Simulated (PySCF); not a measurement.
A PySCF script (with the pyscf-properties extension) for the NMR shieldings of `InChI=1S/C8H12O2/c1-6-3-2-4-7(5-6)8(9)10/h7H,1-5H2,(H,9,10)/p-1/t7-/m1/s1`, on a PBE0-D3(BJ)/def2-SVP geometry:

```python
import basis_set_exchange as bse
import numpy as np
from pyscf import gto, dft
from pyscf.prop import nmr

atoms = """
C     2.307730    0.988942   -0.601019
C     1.167641    0.392175   -0.225782
C     1.025698   -1.105380   -0.200207
C    -0.172919   -1.551933   -1.041058
C    -1.440885   -0.824794   -0.609642
C    -1.306907    0.695336   -0.651396
C    -2.607892    1.341873   -0.048126
O    -2.722407    1.189980    1.186886
O    -3.368882    1.894241   -0.859719
C    -0.078667    1.131259    0.153477
H     3.189725    0.406245   -0.889121
H     2.390972    2.080040   -0.634024
H     0.847939   -1.419416    0.846097
H     1.957519   -1.591626   -0.535001
H    -0.297066   -2.647674   -0.964468
H     0.038360   -1.329515   -2.103063
H    -1.699694   -1.095586    0.430212
H    -2.295166   -1.130612   -1.237299
H    -1.213105    1.028353   -1.699741
H    -0.348192    0.926101    1.207204
H     0.072757    2.219327    0.066353
"""
names = dict.fromkeys(["C", "O", "H"], "pcSseg-1")
basis = {el: gto.basis.parse(bse.get_basis(n, elements=[el], fmt="nwchem")) for el, n in names.items()}
mol = gto.M(atom=atoms, basis=basis, charge=-1, verbose=0)
mf = dft.RKS(mol, xc="HYB_GGA_XC_B97_2")
mf.grids.level = 2
mf.grids.alignment = dft.numint.BLKSIZE   # the property module wants whole blocks of grid points
mf.conv_tol = 1e-9
mf.kernel()

calc = nmr.RKS(mf)   # GIAO
C = mf.mo_coeff
Co = C[:, mf.mo_occ > 0]
resp = mf.gen_response(singlet=True, hermi=2)
def vind(x):   # induced exchange potential for any number of trial vectors
    d = np.einsum("pi,xij,qj->xpq", C, 2 * x.reshape(-1, C.shape[1], Co.shape[1]), Co, optimize=True)
    return np.einsum("xpq,pi,qj->xij", resp(d - d.transpose(0, 2, 1)), C, Co, optimize=True).ravel()
mo1, _ = nmr.rhf.solve_mo1(calc, with_cphf=vind)
sigma = calc.kernel(mo1)
for i, s in enumerate(sigma):   # ppm
    w = np.linalg.eigvalsh((s + s.T) / 2)
    print("%2d %-2s iso %8.1f  s11 %8.1f  s22 %8.1f  s33 %8.1f" % (i, mol.atom_pure_symbol(i), w.mean(), *w))
```

Task: What are the results?

Result: 
```
 0 C  iso     82.7  s11    -10.0  s22    123.6  s33    134.5
 1 C  iso     17.5  s11   -105.3  s22     -5.6  s33    163.6
 2 C  iso    143.4  s11    135.7  s22    140.3  s33    154.3
 3 C  iso    149.2  s11    142.5  s22    147.9  s33    157.3
 4 C  iso    149.5  s11    141.7  s22    150.4  s33    156.5
 5 C  iso    128.3  s11     99.8  s22    132.5  s33    152.7
 6 C  iso     12.6  s11    -71.7  s22     44.2  s33     65.4
 7 O  iso     37.5  s11   -160.4  s22    -15.9  s33    288.9
 8 O  iso    -13.7  s11   -200.2  s22    -55.6  s33    214.9
 9 C  iso    139.6  s11    126.4  s22    138.8  s33    153.6
10 H  iso     27.1  s11     24.0  s22     25.7  s33     31.6
11 H  iso     27.0  s11     24.3  s22     25.4  s33     31.4
12 H  iso     29.5  s11     27.1  s22     27.4  s33     34.0
13 H  iso     29.7  s11     26.0  s22     28.6  s33     34.5
14 H  iso     30.0  s11     25.3  s22     28.2  s33     36.4
15 H  iso     30.3  s11     26.6  s22     28.9  s33     35.2
16 H  iso     29.8  s11     26.3  s22     29.5  s33     33.6
17 H  iso     29.8  s11     25.3  s22     29.1  s33     35.0
18 H  iso     29.9  s11     27.2  s22     28.4  s33     34.1
19 H  iso     28.5  s11     26.0  s22     27.2  s33     32.4
20 H  iso     29.5  s11     25.5  s22     29.4  s33     33.5
```

These numbers come from an equivalent density-fitted implementation of the same equations, which agrees with the script to about 0.01 ppm for H and up to a few tenths of a ppm for heavy atoms, so last digits may differ.

Task: Turn these shieldings into chemical shifts. Referencing at the same level of theory: TMS for 13C (σref 183.69), 1H (σref 31.38); H2O for 17O (σref 331.62).

Result: Averaging equivalent atoms: C 6: 171.1; C 1: 166.1; C 0: 101.0; C 5: 55.3; C 9: 44.1; C 2: 40.2; C 3: 34.4; C 4: 34.2; O 8: 345.3; O 7: 294.1; H 11: 4.36; H 10: 4.28; H 19: 2.85; H 20: 1.92; H 12: 1.86; H 13: 1.67; H 16: 1.59; H 17: 1.57; H 18: 1.48; H 14: 1.42; H 15: 1.12 ppm. Unscaled 17O shifts of doubly bonded oxygen tend to come out too high, by tens of ppm or more. Experimental scales use liquid or dissolved standards, which lie at an offset from isolated H2O (liquid H2O: subtract about 36 ppm).

Size and cost of the density-fitted run: 225 basis functions, 45 s wall time on 1 thread of an Arm Neoverse V1, shared host.
